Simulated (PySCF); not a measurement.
# Al (aluminium, neutral) across methods

[Ne] 3s1 3p2, high-spin 4P determinant (an excited configuration). All numbers are calculated (PySCF 2.14, the spin-free X2C one-electron Hamiltonian (Gaussian nucleus), in aug-cc-pCVTZ-DK).

```json
{"method": "PBE0", "E (hartree)": "-242.5663", "mean ε 2p β (eV)": "-75.277", "mean ε 3s α (eV)": "-10.543", "mean ε 3p α (eV)": "-4.759", "Σ⟨r²⟩ (bohr²)": "34.51", "⟨S²⟩": "3.750"}
{"method": "TPSSh", "E (hartree)": "-242.6871", "mean ε 2p β (eV)": "-72.835", "mean ε 3s α (eV)": "-9.767", "mean ε 3p α (eV)": "-4.223", "Σ⟨r²⟩ (bohr²)": "34.44", "⟨S²⟩": "3.750"}
{"method": "PW91", "E (hartree)": "-242.6606", "mean ε 2p β (eV)": "-70.723", "mean ε 3s α (eV)": "-9.215", "mean ε 3p α (eV)": "-3.894", "Σ⟨r²⟩ (bohr²)": "34.68", "⟨S²⟩": "3.750"}
{"method": "r2SCAN", "E (hartree)": "-242.6571", "mean ε 2p β (eV)": "-72.253", "mean ε 3s α (eV)": "-9.560", "mean ε 3p α (eV)": "-4.068", "Σ⟨r²⟩ (bohr²)": "34.47", "⟨S²⟩": "3.750"}
{"method": "PBE", "E (hartree)": "-242.5426", "mean ε 2p β (eV)": "-70.590", "mean ε 3s α (eV)": "-9.178", "mean ε 3p α (eV)": "-3.873", "Σ⟨r²⟩ (bohr²)": "34.77", "⟨S²⟩": "3.750"}
{"method": "LDA", "E (hartree)": "-241.6167", "mean ε 2p β (eV)": "-70.742", "mean ε 3s α (eV)": "-9.260", "mean ε 3p α (eV)": "-3.873", "Σ⟨r²⟩ (bohr²)": "35.05", "⟨S²⟩": "3.750"}
{"method": "revPBE", "E (hartree)": "-242.6318", "mean ε 2p β (eV)": "-70.544", "mean ε 3s α (eV)": "-9.138", "mean ε 3p α (eV)": "-3.862", "Σ⟨r²⟩ (bohr²)": "34.69", "⟨S²⟩": "3.750"}
```

Problem. Estimate the same row for UHF.

Solution. E (hartree) = -242.22501; mean ε 2p β (eV) = -88.292; mean ε 3s α (eV) = -14.238; mean ε 3p α (eV) = -7.121; Σ⟨r²⟩ (bohr²) = 34.82; ⟨S²⟩ = 3.750.
